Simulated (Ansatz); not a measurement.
Zn6O6H18⁺. The state is a doublet with charge 1. Geometry PBE-D4/def2-SVP, that of the neutral singlet; atoms count from 1.

```xyz
30

O    -0.3076    1.9946   -0.2664
Zn   -2.0892    1.1106    0.2106
Zn   -0.1820    1.1729   -2.2163
O    -1.6373   -0.0777   -1.5067
O    -1.5527   -0.5979    1.1999
Zn   -1.6372   -1.8598   -0.5014
Zn    1.6541    1.6700    0.2146
O     1.5740    0.4021   -1.5018
O     1.6404   -0.1202    1.2050
Zn    0.1936   -1.3680    1.9357
Zn    2.0967   -1.3010   -0.4951
O     0.3222   -2.2051   -0.0262
H    -0.5381    4.1737   -2.1746
H    -0.4490    2.9614   -0.2993
H    -3.3932    1.9065    0.5122
H    -0.6079    4.8286   -1.7732
H    -0.2896    1.9114   -3.5840
H    -2.3611   -0.1015   -2.1618
H    -2.2689   -0.8174    1.8284
H    -3.8019   -2.3565    1.5492
H    -4.1405   -2.1769    2.2185
H    -2.6530   -3.0026   -0.8008
H     2.6648    2.8141    0.5208
H     2.2738    0.5915   -2.1560
H     2.3832   -0.1149    1.8407
H     4.3304   -1.1648    1.5373
H     0.3005   -2.1041    3.3039
H     3.4020   -2.0973   -0.7947
H     4.6067   -0.9008    2.2071
H     0.4668   -3.1709   -0.0256
```

Single mean-field runs in def2-TZVP are fitted with def2-universal-jkfit. In the doublet geometry the species has come apart into loosely held pieces.

Problem. Estimate the Mulliken populations of the heavy atoms from the PBE0/def2-TZVP orbitals of Ansatz.

Solution. 
```
atom  charge (e)  spin (α − β)  d electrons
  O1       -0.80          0.02            –
 Zn2        0.62          0.05        10.02
 Zn3        0.57          0.02        10.02
  O4       -0.81          0.01            –
  O5       -0.80          0.02            –
 Zn6        0.57          0.02        10.02
 Zn7        0.58          0.03        10.02
  O8       -0.80          0.02            –
  O9       -0.80          0.01            –
Zn10        0.58          0.03        10.02
Zn11        0.61          0.05        10.02
 O12       -0.80          0.02            –
```
Mulliken values depend strongly on the basis.

Problem. Where does the spin sit?

Solution. Summed by element: O 0.10, Zn 0.20, H 0.70, of 1 unpaired in all. Largest on single atoms: H15 0.19, H28 0.18, H27 0.09.

Problem. And the Mayer bond orders between heavy atoms (over 0.3)?

Solution. O1–Zn2 0.34 (2.05 Å); O1–Zn7 0.31 (2.05 Å); Zn2–O5 0.34 (2.05 Å); Zn3–O4 0.32 (2.05 Å); Zn3–O8 0.31 (2.05 Å); O4–Zn6 0.32 (2.05 Å); O5–Zn10 0.31 (2.05 Å); Zn6–O12 0.31 (2.05 Å); Zn7–O9 0.32 (2.05 Å); O8–Zn11 0.34 (2.05 Å); O9–Zn10 0.32 (2.05 Å); Zn11–O12 0.34 (2.05 Å).
